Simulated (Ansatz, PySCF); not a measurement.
Barrier from R1 to the saddle point P1, each structure at its B3LYP-D3(BJ)/def2-TZVP stationary point, reached from a drawn start; harmonic modes at that level show the others as minima.
P1, H4InSb, a first-order saddle point (one imaginary mode, 500i cm⁻¹) (charge 0, multiplicity 1):
| atom | x (Å) | y (Å) | z (Å) |
|---|---|---|---|
| In | -1.4747 | 0.0000 | 0.0000 |
| Sb | 1.1958 | 0.0000 | 0.0000 |
| H | -2.0962 | 1.5869 | 0.0000 |
| H | -2.0962 | -1.5869 | 0.0000 |
| H | 2.2357 | 1.3171 | 0.0000 |
| H | 2.2357 | -1.3171 | 0.0000 |
R1, H4InSb (SMILES [InH2][SbH2]) (charge 0, multiplicity 1, Z-matrix in Å and degrees):
```
In
H 1 1.7369
H 1 1.7369 2 120.06
Sb 1 2.8127 2 119.93 3 176.93
H 4 1.7144 1 90.10 2 45.64
H 4 1.7144 5 91.79 1 -90.10
```

P less R. No zero-point or thermal terms; no spin–orbit coupling. No path was followed down from the saddle.

Correlated levels freeze the cores. In cc and def2 sets filled d and f shells under p-block atoms count as core. CBS: X⁻³ extrapolation of the correlation energy, Hartree–Fock from the larger set.

Codes used: Ansatz (Gaussian orbitals); PySCF for the D3/D4 terms. All values are computed, each at the level named. Elements past Kr take the def2 small-core potentials, without spin–orbit coupling.

| level | barrier height (eV) |
|---|---|
| PBE/def2-TZVPP | 0.847 |
| PBE-D3(BJ)/def2-TZVPP | 0.850 |
| PBE-D4/def2-TZVPP | 0.849 |
| revPBE-D4/def2-TZVPP | 0.895 |
| BHLYP/def2-TZVPP | 0.866 |
| B2PLYP-D3(BJ)/def2-TZVPP | 0.858 |
| SCS-MP2/def2-SVP | [?] |
| CCSD(T)/def2-TZVPP | [?] |
| CCSD(T)/CBS(def2-TZVPP, def2-QZVPP) | [?] |

Q: Complete the blanks.

A: 
- SCS-MP2/def2-SVP, barrier height (eV): 0.918
- CCSD(T)/def2-TZVPP, barrier height (eV): 0.842
- CCSD(T)/CBS(def2-TZVPP, def2-QZVPP), barrier height (eV): 0.818

Ansatz is a quantum-chemistry and plane-wave program.
